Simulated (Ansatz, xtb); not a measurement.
## Relative energy of two isomers of BFH3NS

Structure I: `NB(F)S`, a singlet. Structure II: `[NH3+][B-](F)=S`, a singlet. Both are isolated molecules in the gas phase, relaxed with PBE0-D3(BJ)/def2-SVP; the shapes shown needn't be the lowest conformers.

I (Å):

```yaml
atoms:
  - { symbol: B, position_ang: [-0.9935, 2.2760, 0.5584] }
  - { symbol: F, position_ang: [-1.2402, 1.9087, 1.8202] }
  - { symbol: N, position_ang: [0.3277, 2.5136, 0.1685] }
  - { symbol: S, position_ang: [-2.4558, 2.4251, -0.5271] }
  - { symbol: H, position_ang: [-1.7832, 2.7937, -1.6367] }
  - { symbol: H, position_ang: [0.6128, 2.7929, -0.7578] }
  - { symbol: H, position_ang: [1.0875, 2.4108, 0.8288] }
```

II (Å):

```xyz
7

B    -0.2481   -0.2075   -0.6640
F     0.5826   -0.6051   -1.6456
N    -0.1149   -1.3489    0.4928
S    -1.2965    1.0811   -0.3844
H    -0.7453   -1.0545    1.2423
H     0.8401   -1.4226    0.8556
H    -0.3900   -2.2761    0.1557
```

Estimate E(II) − E(I) at the level CCSD(T)/def2-TZVP.

Calculated at CCSD(T)/def2-TZVP: E(II) − E(I) = +23.7 kcal/mol, so structure I lies lower.

Level by level:

| level | geometry | E(II) − E(I) (kcal/mol) | departure from the last row (kcal/mol) | job, with rough time for the two |
| --- | --- | --- | --- | --- |
| GFN2-xTB | GFN2-xTB | +29.2 | +5.4 | optimisation, 0.26 s |
| HF/STO-3G | GFN2-xTB | +56.4 | +32.7 | single point, 0.28 s |
| r2SCAN-D4/def2-SVP | GFN2-xTB | +24.7 | +1.0 | single point, 3.9 s |
| PBE0-D3(BJ)/def2-SVP | PBE0-D3(BJ)/def2-SVP | +24.3 | +0.6 | optimisation, 32 s |
| HF/def2-TZVP | PBE0-D3(BJ)/def2-SVP | +28.7 | +5.0 | part of the CCSD(T) run |
| MP2/def2-TZVP | PBE0-D3(BJ)/def2-SVP | +22.8 | −0.9 | part of the CCSD(T) run |
| CCSD(T)/def2-TZVP | PBE0-D3(BJ)/def2-SVP | +23.7 |  | single point, 1.8 min |

As drawn, II has 1 B=S, 1 N–H in place of 1 B–S, 1 S–H.

None of the levels shown reverses the order. The largest departure from CCSD(T)/def2-TZVP is that of HF/STO-3G, 32.7 kcal/mol.

With harmonic frequencies from PBE0-D3(BJ)/def2-SVP (ideal gas, rigid rotor, one conformer each, 400 K, 1 atm): the zero-point term adds +2.4 kcal/mol; ΔH is +25.9 and ΔG +25.8 kcal/mol.

The correlated steps freeze 8 core orbitals. Run with Ansatz 0.2.0, xtb 6.7.1; the last row on 1 thread of Arm Neoverse V1 on a shared host.
